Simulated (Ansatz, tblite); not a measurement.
Forces on the cluster Ca₃Se₃ at its PBE0-D4/def2-SVP geometry. The state is a singlet with charge 0.

The xTB rows come from tblite. The restricted singlet is unstable towards broken spin symmetry at other levels; at PBE-D4/def2-TZVP this wasn't settled. Another isomer (singlet) lies 2.46 eV lower at PBE0-D4/def2-TZVP; other spin states weren't run for this one.

GFN1-xTB (tblite), largest force 0.74 eV/Å:

```xyz
6
positions Å, forces eV/Å
Ca    1.140   -0.709   -1.023   -0.346    0.236    0.330
Ca   -2.049   -2.078   -1.257    0.214   -0.165   -0.222
Ca    0.522    1.694    1.396   -0.064   -0.426   -0.373
Se   -1.453    0.786   -0.496    0.477    0.207    0.259
Se    2.734    1.117    0.149   -0.685   -0.270   -0.028
Se   -0.895   -0.810    1.231    0.404    0.417    0.033
```

GFN2-xTB (tblite), largest force 0.49 eV/Å:

```
Ca -0.112 -0.221 -0.168
Ca 0.468 0.155 -0.009
Ca 0.075 0.168 0.131
Se -0.089 0.202 -0.103
Se -0.358 -0.206 -0.074
Se 0.016 -0.099 0.223
```

PBE-D4/def2-TZVP (Ansatz), largest force 0.14 eV/Å:

```
Ca -0.011 -0.018 -0.013
Ca 0.032 0.078 0.061
Ca -0.056 0.056 0.070
Se -0.043 0.029 -0.126
Se 0.066 -0.017 -0.036
Se 0.013 -0.128 0.045
```
